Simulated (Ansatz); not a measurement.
The first iterations of a band of CH5N + GeH3 (11 atoms, charge 0, multiplicity 2).

Theory: UHF/def2-SVP in Ansatz 0.2.0.

```yaml
movable_images: 6
climbing_image: no
spring: 5.0 eV/Å²
optimiser: quadratic models (default)
start_path: through a guess of the saddle point
force_threshold: 0.05 eV/Å
iteration_limit: 60
end_points: relaxed
```

Initial state:

```xyz
11
Properties=species:S:1:pos:R:3
H 0.161 -0.379 -1.433
C 0.225 0.472 -2.125
N -0.067 1.761 -1.538
Ge -0.327 -1.654 2.826
H -0.465 0.278 -2.949
H 1.231 0.478 -2.547
H -0.995 1.785 -1.155
H 0.566 1.970 -0.786
H -0.590 -0.193 3.215
H 1.174 -1.902 2.625
H -0.912 -2.616 3.867
```

Final state:

```xyz
11
Properties=species:S:1:pos:R:3
H -0.156 -1.233 1.015
C 0.207 0.714 -2.504
N -0.031 1.856 -1.738
Ge -0.107 -1.498 2.524
H -0.602 0.392 -3.149
H 1.217 0.585 -2.873
H -0.935 1.881 -1.306
H 0.681 2.054 -1.062
H -0.587 -0.250 3.277
H 1.332 -1.821 2.944
H -1.018 -2.681 2.871
```

| iteration | highest image above the first end (eV) | largest band force component (eV/Å) |
| --- | --- | --- |
| 1 | 1.752 | 3.125 |
| 2 | 1.210 | 2.172 |
| 3 | 1.373 | 5.501 |
| 4 | 0.933 | 1.423 |
| 5 | 0.579 | 0.718 |
| 6 | 0.533 | 0.271 |

Question: Does the band converge within its limit, and where does its top end?

Answer: The forces met the threshold. It ended after 19 iterations with the highest image 0.361 eV above the first end. A structure lower than the first end lies on the path between it and the top, so the climb from that side starts below the end, which may itself be a saddle point or a shallow side well. A structure lower than the last end lies on the path between it and the top, so the climb from that side starts below the end, which may itself be a saddle point or a shallow side well. No image climbed, so the highest image needn't sit at the top of the path.

The run took 3.1 min on 2 threads of Arm Neoverse V1, on a shared host, peak memory 0.27 GiB.
